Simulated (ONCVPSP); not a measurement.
**An all-electron radial function and its pseudo partner (As (Z = 33))**

Columns: radius, all-electron u(r) and pseudo u(r) of the 3p shell (level -133.43 eV) of arsenic in the configuration [Ne] 3s2 3p6 3d10 4s2 4p3; BLYP, scalar-relativistic, ONCV scheme, ONCVPSP 4.0.1.

| r (bohr) | all-electron | pseudo |
| --- | --- | --- |
| 0.055 | -0.4934 | 0.0407 |
| 0.110 | -0.7344 | 0.1568 |
| 0.165 | -0.4897 | 0.3344 |
| 0.220 | -0.0202 | 0.5515 |
| 0.275 | 0.4642 | 0.7810 |
| 0.330 | 0.8610 | 0.9954 |
| 0.385 | 1.1385 | 1.1710 |
| 0.440 | 1.3017 | 1.2920 |
| 0.495 | 1.3706 | 1.3524 |
| 0.550 | 1.3694 | 1.3561 |
| 0.605 | 1.3204 | 1.3137 |
| 0.660 | 1.2409 | 1.2385 |
| 0.715 | 1.1441 | 1.1434 |
| 0.770 | 1.0397 | 1.0393 |
| 0.825 | 0.9341 | 0.9339 |
| 0.880 | 0.8317 | 0.8315 |
| 0.935 | 0.7352 | 0.7350 |
| 0.990 | 0.6460 | 0.6458 |
| 1.045 | 0.5647 | 0.5646 |
| 1.100 | 0.4916 | 0.4915 |
| 1.155 | 0.4265 | 0.4264 |
| 1.210 | 0.3689 | 0.3688 |
| 1.265 | 0.3183 | 0.3182 |
| 1.320 | 0.2740 | 0.2739 |
| 1.375 | 0.2354 | 0.2353 |
| 1.430 | 0.2018 | 0.2017 |

Question: How many radial nodes do the two functions have?

Answer: The all-electron 3p function has n − l − 1 = 1; the pseudo-wave has 0, since the states of the same l below it are removed with the core.

Question: At about which radius was the pseudo-wave matched?

Answer: 0.80 bohr, where the columns begin to agree (steps of 0.06 bohr).

Question: Is the pseudo-wave norm-conserving?

Answer: Yes: the ONCV scheme keeps the norm inside the radius equal to the all-electron one, which fixes the energy derivative of the logarithmic derivative at the level.
